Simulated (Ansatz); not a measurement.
Gas-phase reaction R1 → 2 P1 + P2, each structure at its B3LYP-D3(BJ)/def2-TZVP stationary point, reached from a drawn start (curvature not checked).
R1, H2O (SMILES O) (charge 0, multiplicity 1):
```xyz
3

O      0.00000     0.00000     0.38961
H      0.00000     0.76499    -0.19486
H      0.00000    -0.76499    -0.19486
```
P1: H atom, charge 0, multiplicity 2.
P2: O atom, charge 0, multiplicity 3.

P less R. No zero-point or thermal terms; singlets are restricted closed shells; open shells are unrestricted; no spin–orbit coupling.

Frozen-core correlation throughout.

The values were computed with Ansatz (Gaussian basis) for Hartree–Fock, density functionals and correlated methods. No computed number here is a measurement.

PBE/def2-TZVPP gives 974.7 kJ/mol for the reaction energy.

Q: Where do these levels fall relative to PBE: r2SCAN/def2-TZVPP, PBE0/def2-TZVPP, wB97M-V/def2-TZVPP, B2PLYP/def2-TZVPP, MP2/cc-pVQZ, CCSD(T)/cc-pVQZ.

A: r2SCAN/def2-TZVPP -17.2; PBE0/def2-TZVPP -29.3; wB97M-V/def2-TZVPP -8.5; B2PLYP/def2-TZVPP -18.7; MP2/cc-pVQZ 4.0; CCSD(T)/cc-pVQZ -13.1 kJ/mol. 1 of 6 lie above PBE; the widest gap is to PBE0/def2-TZVPP.

Ansatz is a first-principles code.
